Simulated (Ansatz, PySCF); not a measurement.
Be(NMe2)(SiH3) (C2H9BeNSi), SMILES C[N](C)[Be][SiH3]. Atoms are numbered in the order given.

```xyz
14

Be    -0.2463     0.1415     0.1801
N      0.8500    -0.4691    -0.6663
C      2.2567    -0.1334    -0.5188
C      0.6047    -1.4512    -1.7094
H      2.8624    -1.0244    -0.2610
H      2.6735     0.2918    -1.4529
H      2.3980     0.6110     0.2811
H      0.9447    -1.0873    -2.6989
H      1.1354    -2.4020    -1.5056
H     -0.4709    -1.6774    -1.7866
Si    -1.8120     1.0096     1.4136
H     -2.8668     0.0139     1.7835
H     -2.5262     2.1494     0.7585
H     -1.2755     1.5427     2.7059
```
Charge 0, spin multiplicity 1.

Geometry optimised at TPSSh-D3(BJ)/def2-SVP. The structure was generated by enumeration; whether it is a known compound was not checked. Other conformers were not sampled.

Two levels are set side by side: PBE-D3(BJ)/def2-SVP (Ansatz, a program for electronic structure) and TPSSh-D3(BJ)/def2-SVP (PySCF). Each level has its own optimised geometry; the coordinates shown are those of the second. Differences are taken from unrounded values.

```csv
quantity,TPSSh-D3(BJ),PBE-D3(BJ),PBE-D3(BJ) minus TPSSh-D3(BJ)
mean bond length (Å),1.363,1.370,0.007
bond Be1–N2 (Å),1.514,1.516,0.003
bond Be1–Si11 (Å),2.174,2.168,-0.006
bond N2–C3 (Å),1.454,1.452,-0.001
bond N2–C4 (Å),1.454,1.452,-0.001
bond C3–H5 (Å),1.108,1.117,0.009
bond C3–H6 (Å),1.108,1.117,0.009
bond C3–H7 (Å),1.102,1.110,0.008
bond C4–H8 (Å),1.108,1.117,0.009
bond C4–H9 (Å),1.108,1.117,0.009
bond C4–H10 (Å),1.102,1.110,0.008
bond Si11–H12 (Å),1.497,1.512,0.015
bond Si11–H13 (Å),1.496,1.511,0.015
bond Si11–H14 (Å),1.497,1.513,0.015
```

GGA bonds tend to be longer and softer than those of functionals with exact exchange. Differences between two approximate levels are no errors against the true value.
